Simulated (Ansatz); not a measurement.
Born–Oppenheimer molecular dynamics of Cl$_{3}$Ge$_{2}$H$_{3}$ (8 atoms, charge 0, multiplicity 1). It goes on from the last frame of an earlier run, with new velocities.

Method: RKS PBE0-D4/def2-SVP in Ansatz 0.2.0.

```json
{"ensemble": "NVE (velocity Verlet)", "time step": "0.5 fs", "steps asked": "150", "starting velocities drawn for": "50 K", "seed": "599056"}
```

First frame:

```xyz
8
Properties=species:S:1:pos:R:3
Ge 0.075 -0.071 -0.210
Cl -0.488 -0.100 1.886
Cl 2.238 0.141 -0.185
Ge -1.236 2.153 -0.676
H -2.381 1.595 0.102
H -0.112 2.878 0.240
H -1.394 2.102 -2.198
Cl -0.694 -2.007 -0.845
```

(1) What does the run give?

(2) What happens to the structure?

(3) How do temperature and energy run in time?

Results:

(1) The run went to its last step.

| Quantity | Value |
| --- | --- |
| steps done | 150 |
| time covered | 75 fs |
| mean temperature over the second half | 663 K |
| spread of the potential energy over the second half | 14.9 meV per atom |
| mean potential energy of the second half above the start | -59.5 meV per atom |

The conserved energy stayed within 0.17 meV per atom of its start (net change -0.13 meV per atom), so the integration is sound. The system heated up, since it started high on the potential surface and ran downhill. A run of 0.075 ps of so small a system gives no equilibrium averages.

(2) The same pairs are bonded in the first frame and the last. Pairs count as bonded within 1.25 times the sum of covalent radii (0.12 Å more for H–H). This is one draw of velocities; another would differ in detail.

(3) 
```
time (fs)  T (K)  potential energy less start (eV)  conserved less start (meV/atom)
      0.0     50                             0.000                             0.00
      2.5    121                            -0.056                            -0.04
      5.0    300                            -0.195                            -0.12
      7.5    379                            -0.255                            -0.02
     10.0    593                            -0.422                            -0.12
     12.5    668                            -0.480                            -0.14
     15.0    519                            -0.364                            -0.05
     17.5    433                            -0.298                            -0.06
     20.0    379                            -0.256                            -0.12
     22.5    221                            -0.133                            -0.02
     25.0    297                            -0.191                            -0.03
     27.5    554                            -0.392                            -0.14
     30.0    640                            -0.458                            -0.06
     32.5    752                            -0.545                            -0.06
     35.0    903                            -0.663                            -0.14
     37.5    825                            -0.602                            -0.12
     40.0    640                            -0.458                            -0.01
     42.5    630                            -0.451                            -0.13
     45.0    506                            -0.354                            -0.04
     47.5    479                            -0.333                            -0.01
     50.0    650                            -0.466                            -0.09
     52.5    766                            -0.556                            -0.09
     55.0    844                            -0.616                            -0.04
     57.5    982                            -0.724                            -0.17
     60.0    849                            -0.621                            -0.09
     62.5    641                            -0.458                            -0.04
     65.0    557                            -0.394                            -0.07
     67.5    497                            -0.347                            -0.10
     70.0    429                            -0.294                             0.01
     72.5    646                            -0.463                            -0.11
     75.0    825                            -0.602                            -0.13
```

Run time: 4.1 min on 4 threads of Intel(R) Xeon(R) 6975P-C (Granite Rapids), with other jobs on the host, peak memory 0.44 GiB.
